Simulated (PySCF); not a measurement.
PySCF 2.14 output of an unrestricted r2SCAN calculation on a single atom or ion in aug-cc-pVDZ-DK (7s6p4d2f, 59 functions), with scalar relativity by spin-free X2C-1e:

```
SCF conv_tol = 1e-09
number electrons alpha = 15  beta = 13
    J. W. Furness, A. D. Kaplan, J. Ning, J. P. Perdew, and J. Sun.,  J. Phys. Chem. Lett. 11, 8208-8215 (2020)
    J. W. Furness, A. D. Kaplan, J. Ning, J. P. Perdew, and J. Sun.,  J. Phys. Chem. Lett. 11, 9248-9248 (2020)
    J. W. Furness, A. D. Kaplan, J. Ning, J. P. Perdew, and J. Sun.,  J. Phys. Chem. Lett. 11, 8208-8215 (2020)
    J. W. Furness, A. D. Kaplan, J. Ning, J. P. Perdew, and J. Sun.,  J. Phys. Chem. Lett. 11, 9248-9248 (2020)
cycle= 1 E= -1794.25340151642  delta_E= -0.0083  |g|= 0.0811  |ddm|= 0.644
cycle= 2 E= -1794.25265352317  delta_E= 0.000748  |g|= 0.112  |ddm|= 0.221
cycle= 3 E= -1794.2543840912  delta_E= -0.00173  |g|= 0.000893  |ddm|= 0.0951
cycle= 4 E= -1794.25438452522  delta_E= -4.34e-07  |g|= 0.000279  |ddm|= 0.00184
cycle= 5 E= -1794.25438454329  delta_E= -1.81e-08  |g|= 1.28e-05  |ddm|= 0.000369
cycle= 6 E= -1794.25438454339  delta_E= -1.01e-10  |g|= 3.63e-07  |ddm|= 0.000109
converged SCF energy = -1794.25438454339  <S^2> = 2.0005412  2S+1 = 3.0003608
```

The run itself started from symmetry-adapted Hartree-Fock orbitals and held the occupation by maximum overlap, on a logarithmic radial grid, so the iterations belong to that start.

Q: Which element, charge and spin multiplicity is this?

A: Zn(2+) (zinc, charge +2), multiplicity 3; the state was [Ar] 3d9 4p1, one real determinant (an excited configuration).

⟨L²⟩ = 8.01 against 12 for a pure F term, so this real determinant mixes terms.
